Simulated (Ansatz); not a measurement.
`FC[SiH](F)[AlH2]` + H–F → `FC[SiH](F)F` + `[AlH3]` at 600 K and 1 bar (cleavage of the Si–Al bond).

Gas-phase electronic energies from Ansatz, PBE0-D4/def2-TZVP geometries. CCSD(T)/CBS is the MP2 limit (def2-TZVPP, def2-QZVPP) plus CCSD(T) − MP2 in def2-TZVPP, frozen cores. This one scheme is used for every species. Each species was taken in one conformer, which may not be the lowest.

```tsv
species	CCSD(T)/CBS energy (Eh)	H − E (kJ/mol)	S (J/(mol·K))
`FC[SiH](F)[AlH2]`	-771.76241	211.5	476.1
H–F	-100.39570	42.3	194.0
`FC[SiH](F)F`	-628.43886	169.2	405.6
`[AlH3]`	-243.78045	74.2	242.3
```

H − E and S are ideal-gas, rigid-rotor, harmonic terms from PBE0-D4/def2-TZVP, for one conformer and one mirror image of each species. 1 Eh = 2625.50 kJ/mol, R = 8.31446 J/(mol·K).

**Question.** By hand: ΔE, ΔH, ΔS and ΔG.

**Answer.** ΔE = (-628.43886) + (-243.78045) − (-771.76241) − (-100.39570) = -0.06120 Eh = -160.7 kJ/mol. Δ(H − E) = 169.2 + 74.2 − 211.5 − 42.3 = -10.4, so ΔH = -171.1 kJ/mol. ΔS = 405.6 + 242.3 − 476.1 − 194.0 = -22.2 J/(mol·K). ΔG = -171.1 − 600 × (-22.2)/1000 = -157.8 kJ/mol.

**Question.** By hand: the equilibrium constant, and the temperature at which ΔG would vanish if ΔH and ΔS stayed fixed.

**Answer.** log₁₀ K = −ΔG/(RT ln 10) = 13.7. ΔG = 0 at ΔH/ΔS = 7707 K, far beyond where these terms or the molecules hold.

ΔH outweighs TΔS. A doubt of 5 kJ/mol in ΔE shifts log₁₀ K by 0.4 here. Other conformers and mirror images would add mixing entropy, several J/(mol·K) or more a flexible species. These are equilibria of isolated gas molecules and say nothing of rates. Largest T1 diagnostic: 0.012 (customary marks: 0.02 for closed shells, 0.045 for open ones).
